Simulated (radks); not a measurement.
Values are calculated unless marked as measured or tabulated.
Task: Ce6+, 52 electrons, occupied as [Kr] 4d10 5s2 5p4. Code: a radial shooting solver on a logarithmic mesh with Libxc functionals. Model: Dirac Kohn-Sham, exchange-only PBE, spin-unpolarised, spherical densities, finite nucleus; open shells fill j = l - 1/2 first; Fermi nuclear charge, rms radius 4.8771 fm. Some entries of the table are withheld. Estimate them.

| orbital | occ. | eigenvalue (eV) | r(max) (bohr) |
|---|---|---|---|
| 1s1/2 | 2 | -40308.45 | 0.01574 |
| 2s1/2 | 2 | -6515.482 | 0.08922 |
| 2p1/2 | 2 | (1) | 0.06798 |
| 2p3/2 | 4 | (2) | 0.07323 |
| 3s1/2 | 2 | -1463.311 | 0.2549 |
| 3p1/2 | 2 | -1311.087 | 0.2416 |
| 3p3/2 | 4 | -1223.330 | 0.2530 |
| 3d3/2 | 4 | -957.0563 | 0.2033 |
| 3d5/2 | 6 | -938.2147 | 0.2066 |
| 4s1/2 | 2 | -355.3352 | 0.5923 |
| 4p1/2 | 2 | (3) | 0.6013 |
| 4p3/2 | 4 | (4) | 0.6253 |
| 4d3/2 | 4 | -186.1090 | 0.6443 |
| 4d5/2 | 6 | -182.7090 | 0.6521 |
| 5s1/2 | 2 | -105.4201 | 1.324 |
| 5p1/2 | 2 | -88.0422 | 1.419 |
| 5p3/2 | 2 | -84.3985 | 1.472 |

Result: 
(1) 2p1/2 eigenvalue (eV): -6156.099
(2) 2p3/2 eigenvalue (eV): -5709.495
(3) 4p1/2 eigenvalue (eV): -298.6137
(4) 4p3/2 eigenvalue (eV): -279.4914
